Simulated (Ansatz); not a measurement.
Clusters of 5 atoms, alloy: r2SCAN-D4/def2-TZVP single points in Ansatz on relaxed structures, gas phase. Each cluster is the lowest isomer that a short search found in that spin, judged at the geometry's level, and lower ones may exist. Core potentials for Au, Bi, In, Pb, Pd, Pt, Sn, no spin–orbit coupling. HOMO and LUMO are taken over both spins. Singlets are spin-restricted. The structures are stationary points that may keep the symmetry of their start. Remarks come from the PBE and PBE0 runs and from stability tests at other levels; not every state was tested.

```csv
species,atoms,state,geometry,HOMO (eV),LUMO (eV),gap (eV),lowest of the spins relaxed,point group (within 0.1 Å),remarks
Na2Pb3⁺,5,doublet,PBE0-D4/def2-SVP,-7.54,-6.73,0.81,–,–,–
In4Sn,5,singlet,r2SCAN-D4/def2-SVP,-4.50,-2.97,1.53,"singlet, of singlet/triplet/quintet",–,–
Pd3Au2⁺,5,doublet,r2SCAN-D4/def2-SVP,-9.57,-8.88,0.69,–,Cs,spin-contaminated (⟨S²⟩ up to 0.83)
Sn3Bi2,5,singlet,PBE-D4/def2-SVP,-5.14,-2.88,2.25,"singlet, of singlet/triplet/quintet",C2v,–
Cu3Sn2⁺,5,singlet,PBE-D4/def2-SVP,-8.84,-7.87,0.97,–,C2v,restricted SCF unstable in HF
```

(1) Estimate the rows for Al2Cu3⁺ (singlet, r2SCAN-D4/def2-SVP geometry); Pt2Au3⁺ (singlet, PBE-D4/def2-SVP geometry).

(1) 
```json
{"species": "Al2Cu3⁺", "atoms": "5", "state": "singlet", "geometry": "r2SCAN-D4/def2-SVP", "HOMO (eV)": "-9.80", "LUMO (eV)": "-7.85", "gap (eV)": "1.95", "lowest of the spins relaxed": "singlet, of singlet/triplet/quintet", "point group (within 0.1 Å)": "C2v", "remarks": "–"}
{"species": "Pt2Au3⁺", "atoms": "5", "state": "singlet", "geometry": "PBE-D4/def2-SVP", "HOMO (eV)": "-9.70", "LUMO (eV)": "-8.83", "gap (eV)": "0.87", "lowest of the spins relaxed": "–", "point group (within 0.1 Å)": "D3h", "remarks": "restricted SCF unstable in HF"}
```

The gap (eV) runs from 0.69 (Pd3Au2⁺) to 2.25 (Sn3Bi2).
